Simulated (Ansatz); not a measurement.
A geometry optimisation of BGeH4Si with PBE0-D3(BJ)/def2-SVP

The starting geometry of this gas-phase doublet was optimised with GFN2-xTB.

| atom | x (Å) | y (Å) | z (Å) |
| --- | --- | --- | --- |
| B | 1.5105 | 1.9814 | -2.7548 |
| Ge | 0.5179 | 0.8042 | -1.4220 |
| Si | 2.2879 | -0.6059 | -1.7104 |
| H | 1.0896 | 2.1794 | -3.8347 |
| H | 2.5120 | 2.5365 | -2.4893 |
| H | 3.6903 | -0.5786 | -2.1801 |
| H | 2.1069 | -2.0661 | -1.5748 |

Task: Predict what it relaxes into with PBE0-D3(BJ)/def2-SVP.

Result: New bonds form, giving a structure with H5 bridging B1 and Ge2, given below by its coordinates. Distances that change by over a tenth: B1–H5 (1.18 → 1.31 Å). Contacts that close: B1–Si3 (2.90 → 2.08 Å), Ge2–H5 (2.85 → 1.87 Å).

The energy falls by 0.64 eV over 23 steps:

| step | E − E(last) (eV) |
| --- | --- |
| 1 | 0.637 |
| 3 | 0.475 |
| 6 | 0.334 |
| 8 | 0.295 |
| 11 | 0.282 |
| 13 | 0.277 |
| 16 | 0.216 |
| 18 | 0.045 |
| 21 | 0.000 |
| 23 | 0.000 |

Final geometry (Å):

```yaml
atoms:
  - { symbol: B, position_ang: [1.4780, 1.3427, -2.8916] }
  - { symbol: Ge, position_ang: [0.8529, 1.3378, -1.0026] }
  - { symbol: Si, position_ang: [2.3607, -0.2810, -1.9359] }
  - { symbol: H, position_ang: [1.4915, 1.6097, -4.0652] }
  - { symbol: H, position_ang: [1.9817, 2.2921, -2.1486] }
  - { symbol: H, position_ang: [3.8465, -0.4349, -1.8786] }
  - { symbol: H, position_ang: [1.7038, -1.6156, -2.0436] }
```

Frequencies at the end are all real (lowest 268 cm⁻¹). Open shells are spin-unrestricted. Run with Ansatz 0.2.0, 2.6 min on 1 thread of Intel(R) Xeon(R) Platinum 8375C CPU @ 2.90GHz (Ice Lake) (shared host).
